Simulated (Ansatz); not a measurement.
Born–Oppenheimer molecular dynamics of C2H5IO2 (10 atoms, charge 0, multiplicity 1). It starts from a relaxed structure.

Level of theory: RKS CAM-B3LYP/def2-SVP (Ansatz 0.2.0).

| Property | Result |
| --- | --- |
| ensemble | NVE (velocity Verlet) |
| time step | 0.5 fs |
| steps asked | 100 |
| starting velocities drawn for | 300 K |
| seed | 246498 |

First frame:

```xyz
10
Properties=species:S:1:pos:R:3
C -0.823 -0.753 0.162
C 0.181 0.333 -0.141
O 0.759 0.883 0.988
O 1.110 -0.159 -1.014
I -0.881 2.069 -1.072
H -1.592 -0.387 0.852
H -1.293 -1.118 -0.759
H -0.282 -1.594 0.628
H 1.120 0.151 1.513
H 1.783 0.523 -1.154
```

(1) What does the run give?

(2) What happens to the structure?

(3) How do temperature and energy run in time?

Answers

(1) The run went to its last step.

* steps done: 100
* time covered: 50 fs
* mean temperature over the second half: 152 K
* spread of the potential energy over the second half: 4.5 meV per atom
* mean potential energy of the second half above the start: 15.3 meV per atom

The conserved energy stayed within 0.16 meV per atom of its start (net change 0.11 meV per atom), so the integration is sound. A run of 0.05 ps of so small a system gives no equilibrium averages.

(2) The same pairs are bonded in the first frame and the last. Pairs count as bonded within 1.25 times the sum of covalent radii (0.12 Å more for H–H). This is one draw of velocities; another would differ in detail.

(3) 
```json
{"time (fs)": "0.0", "T (K)": "300", "potential energy less start (eV)": "0.000", "conserved less start (meV/atom)": "0.00"}
{"time (fs)": "2.5", "T (K)": "206", "potential energy less start (eV)": "0.099", "conserved less start (meV/atom)": "0.15"}
{"time (fs)": "5.0", "T (K)": "192", "potential energy less start (eV)": "0.112", "conserved less start (meV/atom)": "0.04"}
{"time (fs)": "7.5", "T (K)": "106", "potential energy less start (eV)": "0.202", "conserved less start (meV/atom)": "0.15"}
{"time (fs)": "10.0", "T (K)": "137", "potential energy less start (eV)": "0.169", "conserved less start (meV/atom)": "0.04"}
{"time (fs)": "12.5", "T (K)": "91", "potential energy less start (eV)": "0.218", "conserved less start (meV/atom)": "0.12"}
{"time (fs)": "15.0", "T (K)": "85", "potential energy less start (eV)": "0.223", "conserved less start (meV/atom)": "0.08"}
{"time (fs)": "17.5", "T (K)": "66", "potential energy less start (eV)": "0.243", "conserved less start (meV/atom)": "0.10"}
{"time (fs)": "20.0", "T (K)": "107", "potential energy less start (eV)": "0.201", "conserved less start (meV/atom)": "0.10"}
{"time (fs)": "22.5", "T (K)": "172", "potential energy less start (eV)": "0.133", "conserved less start (meV/atom)": "0.08"}
{"time (fs)": "25.0", "T (K)": "205", "potential energy less start (eV)": "0.099", "conserved less start (meV/atom)": "0.09"}
{"time (fs)": "27.5", "T (K)": "220", "potential energy less start (eV)": "0.084", "conserved less start (meV/atom)": "0.06"}
{"time (fs)": "30.0", "T (K)": "184", "potential energy less start (eV)": "0.121", "conserved less start (meV/atom)": "0.12"}
{"time (fs)": "32.5", "T (K)": "186", "potential energy less start (eV)": "0.118", "conserved less start (meV/atom)": "0.08"}
{"time (fs)": "35.0", "T (K)": "154", "potential energy less start (eV)": "0.152", "conserved less start (meV/atom)": "0.08"}
{"time (fs)": "37.5", "T (K)": "125", "potential energy less start (eV)": "0.182", "conserved less start (meV/atom)": "0.09"}
{"time (fs)": "40.0", "T (K)": "85", "potential energy less start (eV)": "0.224", "conserved less start (meV/atom)": "0.11"}
{"time (fs)": "42.5", "T (K)": "96", "potential energy less start (eV)": "0.212", "conserved less start (meV/atom)": "0.08"}
{"time (fs)": "45.0", "T (K)": "116", "potential energy less start (eV)": "0.191", "conserved less start (meV/atom)": "0.10"}
{"time (fs)": "47.5", "T (K)": "162", "potential energy less start (eV)": "0.143", "conserved less start (meV/atom)": "0.07"}
{"time (fs)": "50.0", "T (K)": "159", "potential energy less start (eV)": "0.146", "conserved less start (meV/atom)": "0.11"}
```

Time of the run: 8.4 min on 2 threads of Arm Neoverse N1, with other jobs on the host, peak memory 0.27 GiB.
